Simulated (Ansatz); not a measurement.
Relaxation of CH10N2SiSn (15 atoms, charge 0, multiplicity 1), to a largest force component of 0.015 eV/Å in at most 40 steps.

Method: RKS PBE0/def2-SVP (Ansatz).

```xyz
15
Properties=species:S:1:pos:R:3:forces:R:3
N 1.975 -0.160 -0.161 -1.53 2.48 -1.10
C 0.920 -0.780 0.660 2.18 1.45 0.84
N 0.571 0.024 1.829 1.81 -0.02 1.55
Sn -0.786 -1.103 -0.491 -1.77 -1.21 -0.20
Si -1.772 1.097 -1.257 -0.29 -0.19 0.50
H 1.576 0.849 -0.439 1.47 -2.74 0.69
H 2.823 0.020 0.397 -0.36 -0.05 -0.10
H 1.348 -1.752 0.975 -0.38 0.11 0.22
H 0.284 0.985 1.578 0.15 -0.64 -0.08
H 1.479 0.157 2.426 -2.15 -0.25 -1.23
H -0.487 -2.093 -1.865 0.04 0.00 0.07
H -2.028 -1.923 0.522 0.66 0.40 -0.55
H -0.817 1.816 -2.079 0.54 0.51 -0.51
H -3.023 0.901 -2.010 -0.32 -0.07 -0.24
H -2.085 1.911 -0.056 -0.04 0.22 0.16
```

Where does it end, and by what steps?

The run converged. After 6 steps the energy has fallen by 0.565 eV; H6 moved furthest, 0.17 Å.

| step | energy less start (eV) | largest force component (eV/Å) | accepted |
| --- | --- | --- | --- |
| 0 | 0.0000 | 2.743 | yes |
| 1 | -0.4383 | 1.126 | yes |
| 2 | -0.5387 | 0.455 | yes |
| 3 | -0.5588 | 0.221 | yes |
| 4 | -0.5635 | 0.156 | yes |
| 5 | -0.5652 | 0.015 | yes |
| 6 | -0.5653 | 0.013 | yes |

```xyz
15
Properties=species:S:1:pos:R:3
N 1.976 -0.145 -0.194
C 0.979 -0.705 0.691
N 0.593 0.011 1.886
Sn -0.825 -1.134 -0.471
Si -1.819 1.113 -1.254
H 1.705 0.779 -0.529
H 2.878 -0.041 0.272
H 1.341 -1.698 1.006
H 0.245 0.944 1.670
H 1.379 0.126 2.528
H -0.451 -2.104 -1.838
H -1.979 -1.965 0.492
H -0.835 1.855 -2.106
H -3.075 0.927 -2.046
H -2.135 1.984 -0.077
```

Run time: 45 s on 2 threads of Arm Neoverse V2, on a shared host, peak memory 0.41 GiB.
